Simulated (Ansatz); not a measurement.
An input meant for HfF₄ (charge 0, singlet).

```yaml
crystal:
  periodic: [false, false, false]
  atoms:
    - {symbol: Hf, position_ang: [-0.000002, -0.000127, -0.000183]}
    - {symbol: F, position_ang: [0.009461, -0.015896, 1.903255]}
    - {symbol: F, position_ang: [1.791717, 0.009553, -0.643257]}
    - {symbol: F, position_ang: [-0.903856, 1.557628, -0.616764]}
    - {symbol: F, position_ang: [-0.897310, -1.551148, -0.643051]}
basis:
  gaussian: {orbitals: def2-TZVP}
total_charge: 3
magnetization: {spin_polarized: true, initial_magnetization: 1}
hamiltonian: {xc: {name: BLYP}}
```

```sh
$ ansatz run in.yaml --threads 4 --pin off --events-out ev --progress --plain --max-ram 3916MiB
```

Shortened log:

```
Functional definition: BLYP
969 factors; their error is unknown
mean field evaluation 1: about -12096.8971 eV, gradient 1.0e2 eV
mean field evaluation 2: about -11745.6536 eV, gradient 3.1e2 eV
mean field evaluation 4: about -12092.2376 eV, gradient 9.5e1 eV
mean field evaluation 8: about -12126.3425 eV, gradient 4.1e0 eV
mean field evaluation 16: about -12126.6697 eV, gradient 1.1e0 eV
mean field evaluation 32: about -12126.6761 eV, gradient 3.4e-5 eV
mean field evaluation 64: about -12126.6344 eV, gradient 7.3e-1 eV
mean field evaluation 96: about -12126.6758 eV, gradient 1.7e-6 eV
mean field evaluation 128: about -12126.6717 eV, gradient 6.8e-2 eV
mean field evaluation 160: about -12125.1489 eV, gradient 7.3e0 eV
mean field evaluation 192: about -12126.6410 eV, gradient 1.2e0 eV
mean field evaluation 224: about -12126.6762 eV, gradient 1.8e-6 eV
mean field evaluation 256: about -12126.6643 eV, gradient 5.3e-2 eV
mean field evaluation 288: about -12126.6594 eV, gradient 2.1e-1 eV
mean field evaluation 320: about -12125.3467 eV, gradient 5.8e0 eV
mean field evaluation 352: about -12126.3835 eV, gradient 3.5e0 eV
mean field evaluation 384: about -12126.6759 eV, gradient 2.8e-2 eV
mean field evaluation 416: about -12126.6738 eV, gradient 6.8e-2 eV
mean field -12126.67617630 eV, -445.6471297226 hartree, gradient 1.8e-6 eV, S^2 1.762032; 22 other end points of the search recorded, 0 dependent functions left out
reference -12126.67647217 eV, -445.6471405958 hartree; 23, 22 occupied and 141, 142 virtual orbitals, 969 factors
Total energy: -12126.67647217 eV, -445.6471405958 hartree
```

Q: What is wrong with this run?

A: The charge is far from what the species holds (3 typed, 0 meant). Self-consistency was reached. The result belongs to that input, not to the species as meant. The charge 3 doublet is spin-contaminated (final ⟨S²⟩ up to 1.76, 0.75 for a pure state).
